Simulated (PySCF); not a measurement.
# One molecule, several mistakes: CH4OSi2

These are calculations, not measurements. They come from PySCF 2.14.0, an open-source quantum chemistry program, on an isolated molecule that a program drew, which may never have been made. The molecule is CH4OSi2 (charge 0, singlet), drawn as the SMILES string `[SiH]OC=[SiH2]`.

Each row is a Hartree-Fock (HF) and frozen-core CCSD(T) single point in the cc-pV(D+d)Z basis, meant for a local HF minimum. Run 1 is clean. Each other run has one planted mistake out of seven kinds, and not every kind appears here: one electron removed, one electron added, multiplicity raised by two, geometry at a saddle point, minimal basis STO-3G, one bond length entered in bohr, all coordinates scaled. The reference is restricted for singlets and unrestricted otherwise, and also for a bond in bohr. Adding or removing an electron swaps singlet and doublet. Electrons count all cores. HOMO and LUMO are orbital energies over both spins, the gradient is its largest component, and the lowest frequency (negative if imaginary) is given only where the gradient is small. Bond lengths are over the 7 bonds as drawn. T1 is the CCSD diagnostic: over 0.02 (restricted) or 0.045 (unrestricted) a single reference is doubtful.

Geometry of the clean run:
```xyz
8
CH4OSi2, angstrom
Si    0.4923   -1.3772    1.2459
O    -1.1114   -1.4681    1.6422
C    -2.2320   -0.7297    1.4094
Si   -2.4512    0.9627    1.5328
H     0.4242   -0.1221    0.3744
H    -3.0797   -1.3515    1.1366
H    -1.3991    1.8982    1.9511
H    -3.7764    1.5175    1.2379
```

```
run,electrons,basis functions,<S^2>,HOMO (eV),LUMO (eV),gradient (hartree/bohr),lowest frequency (cm^-1),mean bond (Å),longest bond (Å),T1,HF (hartree),CCSD(T) (hartree),mistake
1,46,94,0.000,-7.99,1.12,4.5e-05,111,1.4683,1.711,0.0186,-692.83592,-693.40412,no fault
2,46,94,0.000,-8.20,1.32,6.5e-02,-,1.3920,1.622,0.0168,-692.80918,-693.36642,all coordinates scaled
3,45,94,0.951,-13.62,-6.10,8.6e-02,-,1.4683,1.711,0.0499,-692.58403,-693.10774,one electron removed
4,46,94,1.414,-8.30,1.13,3.8e-02,-,1.6548,2.772,0.0666,-692.73319,-693.27620,?
```

**Which mistake was planted in run 4, and what did it cost?**

The mean bond changes by a factor of 1.127 and the longest by 1.620, so the molecule wasn't scaled as a whole. A length L in bohr read as angstrom grows by (1/0.5292 - 1) L = 0.890 L. The 7 bonds together grew by 7 x 0.1865 = 1.306 Å, which gives L = 1.467 Å. That is the length of one of the H-Si bonds, 1.467 Å in the clean geometry. So the mistake is: one bond length entered in bohr. Subtracting run 1 and multiplying by 627.51 kcal/mol a hartree, the energy moved by 64.5 kcal/mol in HF and 80.3 kcal/mol in CCSD(T).

Cautions from the logs. Run 3: T1 is over the limit, so its CCSD(T) energy is less reliable; run 4: T1 is over the limit, so its CCSD(T) energy is less reliable.
